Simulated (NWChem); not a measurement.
Molecule: CH6OSi2; SMILES O=C([SiH3])[SiH3]

```xyz
10

O     -0.0063     0.4106    -1.6640
C      0.0181     0.1508    -0.4679
Si    -1.7078     0.0419     0.4444
Si     1.7175    -0.1330     0.4419
H     -1.5476    -0.2792     1.8899
H     -2.3880     1.3537     0.2935
H     -2.5096    -1.0175    -0.2197
H      1.8314     0.8568     1.5487
H      2.8437     0.0178    -0.5116
H      1.7124    -1.4988     1.0353
```
Atoms are numbered in this order, from 1.

All runs use the structure optimised with B3LYP/6-31G* (spherical d).

Problem. Give the principal values of the shielding tensors (ppm) of O1, C2, Si3, Si4 from PBE0/pcSseg-1, GIAO (NWChem), with their diamagnetic and paramagnetic parts as GIAO splits them.

Solution. 
```tsv
atom	σ11	σ22	σ33	isotropic	diamagnetic	paramagnetic
O1	-2443.3	-634.2	399.1	-892.8	402.6	-1295.4
C2	-326.3	-125.2	87.5	-121.3	256.1	-377.4
Si3	420.7	438.3	484.8	447.9	880.4	-432.5
Si4	384.4	439.0	460.7	428.1	880.5	-452.5
```
